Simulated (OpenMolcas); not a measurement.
**d8 ions of charge +2 down a group on the Ca site of CaO**

```yaml
Program: OpenMolcas 26.06
Method: SS-CASPT2, IPEA 0.25 Eh, imaginary shift 0.1 Eh
Spin-orbit_coupling: RASSI with atomic mean-field integrals over the reference wave functions
```

The d shell is active; CASPT2 correlates the ligand valence shells and the outer metal core. Each dopant is a cluster with its nearest anions in model potentials and point charges, with no relaxation. Distances were set from a Shannon-type radius of the metal (high-spin where two are listed) plus a fixed donor radius (O 1.38 Å), in hosts weighted 0.65 to 0.35 with the host's distance in the model lattice. Ligand basis ANO-RCC-VDZP, DKH2 Hamiltonian. States (labels of O, the rotations of Oh). Energies in cm-1 above the lowest state or level, χT in cm3 K/mol; 10Dq and B are least-squares fits to the states below 45000 cm-1, weighted by degeneracy, with a free offset, and given where the rms deviation is under 5 % of |10Dq| (or 100 cm-1) and under 700 cm-1. Spin-only χT is S(S+1) / 2 for the spin of the ground state.

```csv
Ion,Shell,R (Å),Metal basis,Ground state,First state of that spin,10Dq,B (rms of fit),First gap with spin-orbit (degeneracies),χT at 300 K,First state of another spin,Spin-only χT
Pd2+,4d8,2.298,ANO-RCC-VTZP,3A2,3T2 17290,17731,510 (582),"5870 (3, 2)",1.273,1E 5970,1.000
Pt2+,5d8,2.259,ANO-RCC-VTZP,3A2,3T2 21720,21538,510 (300),"5610 (3, 2)",1.494,1E 6040,1.000
```

|10Dq| changes by a factor of 21538 / 17731 = 1.21 from Pd2+ to Pt2+.

B goes from 510 cm-1 (Pd2+) to 510 cm-1 (Pt2+).

Every ion keeps the highest spin of its shell. χT departs most from the spin-only value for Pt2+, by +0.494 cm3 K/mol.

Roots that are degenerate in the reference are averaged as groups; the widest CASPT2 spread within a group is 380 cm-1 (the 3-fold group of multiplicity 1 near 23600 cm-1 above the lowest state of its run, Pd2+). Shifts and gaps below about the spread of the groups concerned are not significant. Over all roots computed the reference weight is 0.66 to 0.69 in Pd2+, 0.67 to 0.68 in Pt2+; a low but even weight reflects the number of correlated electrons. Real 4d8 and 5d8 ions are as a rule square planar and diamagnetic. Ligand-to-metal charge-transfer states are missing. With no ligand orbital active B as a rule stays too high, so bands that hang on it stand too high and its fall with covalency is understated. With one d shell and no ligand orbital active, 10Dq can be off by a tenth or more. The least metal-like active orbital is 84 % on the metal (Löwdin) and no ligand orbital is active, so the numbers are rough (holds for Pd2+). The least metal-like active orbital is 81 % on the metal (Löwdin) and no ligand orbital is active, so the numbers are rough (holds for Pt2+). No measured value stands beside these numbers; the geometry was set by hand and not optimised.
